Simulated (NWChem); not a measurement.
Species: water (H₂O); SMILES O

```xyz
3

O      0.0000     0.0000     0.1333
H      0.7542     0.0000    -0.4650
H     -0.7542     0.0000    -0.4650
```
Atoms are numbered in this order, from 1.

All runs: NWChem. Structure relaxed at the PBE0/def2-SVP level. Not confirmed as a minimum by frequencies. GIAO values for the isolated, static molecule; σ is the absolute isotropic shielding.

For level B3LYP/IGLO-III:

```yaml
"σ O1 (ppm)": 324.6
```

### Question
Estimate the same quantities for level PBE0/x2c-SVPall-s, scalar ZORA without spin-orbit coupling.

### Answer
| Item | Result |
|---|---|
| σ O1 (ppm) | 338.9 |
